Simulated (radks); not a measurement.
Values are calculated unless marked as measured or tabulated.
Problem. Mean orbital radii <r> (bohr) of neutral iron, [Ar] 3d6 4s2, of relativity; Dirac values are averaged over j with weights 2j + 1. Spin-unpolarised spherical Kohn-Sham, LDA (Slater exchange, Perdew-Wang correlation), point nucleus unless stated (finite: rms radius 3.7377 fm), a radial shooting solver on a logarithmic mesh with Libxc functionals. A level marked "c x" has the speed of light scaled by that factor and shares open shells by 2j + 1; other Dirac levels either fill j = l - 1/2 first or share by 2j + 1.

| shell | non-rel. |
|---|---|
| 1s | 0.05924 |
| 2s | 0.2707 |
| 2p | 0.2370 |
| 3s | 0.8212 |
| 3p | 0.8624 |
| 3d | 1.132 |
| 4s | 2.999 |

Give the values at the level "Dirac, c x 10".

Solution. 
shell  Dirac, c x 10  change of magnitude (%)
1s           0.05924                    -0.01
2s            0.2707                    -0.01
2p            0.2370                    -0.01
3s            0.8211                    -0.01
3p            0.8623                    0.00
3d             1.132                    +0.01
4s             2.999                    -0.01
